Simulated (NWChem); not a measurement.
System: C$_{4}$H$_{4}$ClF; SMILES C=C(Cl)/C=C\F

The following NWChem deck was run.

```
start job
memory heap 200 mb stack 900 mb global 1100 mb
geometry units angstroms noautosym nocenter noautoz
  C      1.076106     1.995692     0.000000
  C      0.447378     0.810642     0.000000
  Cl    -1.290850     0.777292     0.000000
  C      1.159733    -0.459034     0.000000
  C      0.704637    -1.717737     0.000000
  F     -0.566296    -2.073668     0.000000
  H      0.519837     2.933544     0.000000
  H      2.167547     2.033998     0.000000
  H      2.249354    -0.370870     0.000000
  H      1.380701    -2.578125     0.000000
end
basis spherical
  C library 6-31g*
  Cl library 6-31g*
  F library 6-31g*
  H library 6-31g*
end
dft
  xc hfexch
  iterations 150
  mulliken
end
task dft energy
esp
  recalculate
  probe 0.07
  range 0.3
  factor 1.0
  spacing 0.02
end
task esp
```

Parts of the log:

```
             Northwest Computational Chemistry Package (NWChem) 7.3.0
             --------------------------------------------------------

                             Geometry "geometry" -> ""
                             -------------------------

 Output coordinates in angstroms (scale by  1.889725989 to convert to a.u.)

  No.       Tag          Charge          X              Y              Z
 ---- ---------------- ---------- -------------- -------------- --------------
    1 C                    6.0000     1.07610600     1.99569200     0.00000000
    2 C                    6.0000     0.44737800     0.81064200     0.00000000
    3 Cl                  17.0000    -1.29085000     0.77729200     0.00000000
    4 C                    6.0000     1.15973300    -0.45903400     0.00000000
    5 C                    6.0000     0.70463700    -1.71773700     0.00000000
    6 F                    9.0000    -0.56629600    -2.07366800     0.00000000
    7 H                    1.0000     0.51983700     2.93354400     0.00000000
    8 H                    1.0000     2.16754700     2.03399800     0.00000000
    9 H                    1.0000     2.24935400    -0.37087000     0.00000000
   10 H                    1.0000     1.38070100    -2.57812500     0.00000000

 Effective nuclear repulsion energy (a.u.)     269.3265359651

  xc_inp: hfexch multiplicative factor not found.

                                 NWChem DFT Module
                                 -----------------

 Summary of "ao basis" -> "ao basis" (spherical)
 ------------------------------------------------------------------------------
       Tag                 Description            Shells   Functions and Types
 ---------------- ------------------------------  ------  ---------------------
 C                           6-31g*                  6       14   3s2p1d
 Cl                          6-31g*                  8       18   4s3p1d
 F                           6-31g*                  6       14   3s2p1d
 H                           6-31g*                  2        2   2s

            General Information
            -------------------
          SCF calculation type: DFT
          Wavefunction type:  closed shell.
          No. of atoms     :    10
          No. of electrons :    54
           Alpha electrons :    27
            Beta electrons :    27
          Charge           :     0
          Spin multiplicity:     1
          Use of symmetry is: off; symmetry adaption is: off
          Maximum number of iterations: 150
          AO basis - number of functions:    96
                     number of shells:    46
          Convergence on energy requested:  1.00D-06
          Convergence on density requested:  1.00D-05
          Convergence on gradient requested:  5.00D-04

              XC Information
              --------------
                     Hartree-Fock (Exact) Exchange  1.000

      Superposition of Atomic Density Guess
      -------------------------------------

 Sum of atomic energies:        -711.45686149

      Non-variational initial energy
      ------------------------------

 Total energy =    -714.315615
 1-e energy   =   -1514.135776
 2-e energy   =     530.493625
 HOMO         =      -0.231558
 LUMO         =       0.002208

     ---------------------------------------------
      Total Density - Mulliken Population Analysis
     ---------------------------------------------

    Atom       Charge   Shell Charges
 -----------   ------   -------------------------------------------------------
    1 C    6     6.64   2.00  0.74  2.03  0.63  1.21  0.03
    2 C    6     5.75   2.00  0.70  1.64  0.47  0.89  0.05
    3 Cl  17    17.14   2.00  2.00  5.98  1.38  3.63  0.53  1.60  0.02
    4 C    6     6.40   2.00  0.74  2.01  0.52  1.11  0.03
    5 C    6     5.53   2.00  0.70  1.59  0.50  0.68  0.07
    6 F    9     9.42   2.00  0.94  3.38  1.00  2.08  0.01
    7 H    1     0.77   0.46  0.31
    8 H    1     0.76   0.46  0.30
    9 H    1     0.76   0.45  0.30
   10 H    1     0.83   0.47  0.35

   convergence    iter        energy       DeltaE   RMS-Dens  Diis-err
 ---------------- ----- ----------------- --------- --------- ---------
 d= 0,ls=0.0,diis     1   -712.5646487015 -9.82D+02  8.01D-03  5.76D-01
 d= 0,ls=0.0,diis     2   -712.6390590605 -7.44D-02  3.07D-03  1.41D-01
 d= 0,ls=0.0,diis     3   -712.6545717999 -1.55D-02  1.29D-03  8.79D-03
 d= 0,ls=0.0,diis     4   -712.6563419243 -1.77D-03  3.12D-04  6.33D-04
 d= 0,ls=0.0,diis     5   -712.6564679756 -1.26D-04  1.54D-04  8.92D-05
  Resetting Diis
 d= 0,ls=0.0,diis     6   -712.6564928673 -2.49D-05  7.38D-05  1.20D-05
 d= 0,ls=0.0,diis     7   -712.6564976075 -4.74D-06  1.96D-05  2.12D-06
 d= 0,ls=0.0,diis     8   -712.6564980874 -4.80D-07  8.27D-06  5.42D-07

         Total DFT energy =     -712.656498087425
      One electron energy =    -1516.778179424879
           Coulomb energy =      594.579328068505
    Exchange-Corr. energy =      -59.784182696182
 Nuclear repulsion energy =      269.326535965131

 Numeric. integr. density =        0.000000000000

                       DFT Final Molecular Orbital Analysis
                       ------------------------------------

 Vector   25  Occ=2.000000D+00  E=-4.458979D-01
              MO Center= -1.1D+00,  7.1D-01,  2.6D-16, r^2= 1.9D+00
   Bfn.  Coefficient  Atom+Function         Bfn.  Coefficient  Atom+Function
  ----- ------------  ---------------      ----- ------------  ---------------
    36      0.705948   3 Cl py               40      0.385133   3 Cl py
    32     -0.270765   3 Cl py                6     -0.127158   1 C  s
    18     -0.120884   2 C  py               52      0.097475   4 C  s
    50      0.090637   4 C  py               53     -0.090407   4 C  px
     3      0.089188   1 C  px               49     -0.085033   4 C  px

 Vector   26  Occ=2.000000D+00  E=-4.188822D-01
              MO Center= -2.7D-02,  6.0D-02, -1.5D-15, r^2= 3.4D+00
   Bfn.  Coefficient  Atom+Function         Bfn.  Coefficient  Atom+Function
  ----- ------------  ---------------      ----- ------------  ---------------
    37      0.486405   3 Cl pz               41      0.289784   3 Cl pz
    51     -0.288791   4 C  pz               55     -0.236496   4 C  pz
    65     -0.219857   5 C  pz               33     -0.186398   3 Cl pz
    19     -0.155784   2 C  pz               69     -0.136410   5 C  pz
    79      0.135099   6 F  pz                5     -0.128933   1 C  pz

 Vector   27  Occ=2.000000D+00  E=-3.296398D-01
              MO Center=  6.8D-01,  3.5D-01, -2.0D-15, r^2= 3.8D+00
   Bfn.  Coefficient  Atom+Function         Bfn.  Coefficient  Atom+Function
  ----- ------------  ---------------      ----- ------------  ---------------
     5      0.319754   1 C  pz                9      0.286286   1 C  pz
    65     -0.275883   5 C  pz               19      0.241893   2 C  pz
    51     -0.227948   4 C  pz               55     -0.216071   4 C  pz
    23      0.214463   2 C  pz               37     -0.215111   3 Cl pz
    69     -0.212553   5 C  pz               41     -0.155414   3 Cl pz

 Vector   28  Occ=0.000000D+00  E= 1.091884D-01
              MO Center=  8.0D-01,  3.0D-01,  1.8D-15, r^2= 4.1D+00
   Bfn.  Coefficient  Atom+Function         Bfn.  Coefficient  Atom+Function
  ----- ------------  ---------------      ----- ------------  ---------------
     9      0.540389   1 C  pz               69      0.453567   5 C  pz
    23     -0.424412   2 C  pz               65      0.324971   5 C  pz
     5      0.302645   1 C  pz               55     -0.276314   4 C  pz
    19     -0.257869   2 C  pz               51     -0.188636   4 C  pz
    83     -0.148676   6 F  pz               41      0.127759   3 Cl pz

[...]

                     NWChem Electrostatic Potential Fit Module
                     -----------------------------------------

 Atom parameters

 Number of atoms is                                   10
 Number of basis functions is                         96

 Grid parameters

 Maximum number of grid points is                  39739
 Number of grid points is                          39738
 Grid range                                     0.300000 nm
 Grid spacing                                   0.020000 nm
 Probe radius                                   0.070000 nm
 Atom radius factor                             1.000000

 Atomic radii

    1    0.100000
    6    0.147000
    9    0.128000
   17    0.169000
 FASTESP  F
  using M.O. file = ./job.movecs

    Atom              Coordinates                           Charge

                                                  ESP

    1 C     0.107611    0.199569    0.000000   -0.573027
    2 C     0.044738    0.081064    0.000000    0.406024
    3 Cl   -0.129085    0.077729    0.000000   -0.168705
    4 C     0.115973   -0.045903    0.000000   -0.365996
    5 C     0.070464   -0.171774    0.000000    0.189974
    6 F    -0.056630   -0.207367    0.000000   -0.171013
    7 H     0.051984    0.293354    0.000000    0.210537
    8 H     0.216755    0.203400    0.000000    0.223940
    9 H     0.224935   -0.037087    0.000000    0.149176
   10 H     0.138070   -0.257813    0.000000    0.099090
                                            ------------
                                                0.000000

 Dipole moment                                  1.240357

 Quadrupole moment Qxx                         -6.158257
                   Qyy                          8.610576
                   Qzz                         -2.452319

 RMS deviation kJ/mol                           0.082435

 RRMS %                                        36.098067
```

Level: Hartree-Fock/6-31G* (spherical d). Geometry: optimised at PBE0/def2-SVP.
